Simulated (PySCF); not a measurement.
**Dipole response of Ca(2+) (calcium, charge +2)**

[Ar], closed-shell 1S. Computed with PySCF 2.14 in aug-cc-pwCVQZ-X2C (11s10p8d6f3g, 150 functions), with scalar relativity by spin-free X2C-1e. Coupled (time-dependent) response in atomic units; α is the mean over directions.

| method | mean α (bohr³) | C₆ (like pair) | S(−4) |
| --- | --- | --- | --- |
| UHF | 3.247 | 10.69 | 1.911 |
| PBE | 3.325 | 11.02 | 2.045 |

S(−4) is the Cauchy moment in α(ω) = α(0) + S(−4) ω² + …

α(iu) at UHF:

```json
{"u (hartree)": "0", "α(iu) (bohr³)": "3.247"}
{"u (hartree)": "0.0500", "α(iu) (bohr³)": "3.242"}
{"u (hartree)": "0.100", "α(iu) (bohr³)": "3.228"}
{"u (hartree)": "0.200", "α(iu) (bohr³)": "3.172"}
{"u (hartree)": "0.300", "α(iu) (bohr³)": "3.084"}
{"u (hartree)": "0.500", "α(iu) (bohr³)": "2.833"}
{"u (hartree)": "0.750", "α(iu) (bohr³)": "2.450"}
{"u (hartree)": "1.00", "α(iu) (bohr³)": "2.066"}
{"u (hartree)": "1.50", "α(iu) (bohr³)": "1.442"}
{"u (hartree)": "2.00", "α(iu) (bohr³)": "1.027"}
{"u (hartree)": "3.00", "α(iu) (bohr³)": "0.5806"}
{"u (hartree)": "5.00", "α(iu) (bohr³)": "0.2605"}
```

For an ion, C₆ is the dispersion term alone; charge-induced terms of lower order in 1/R come first.
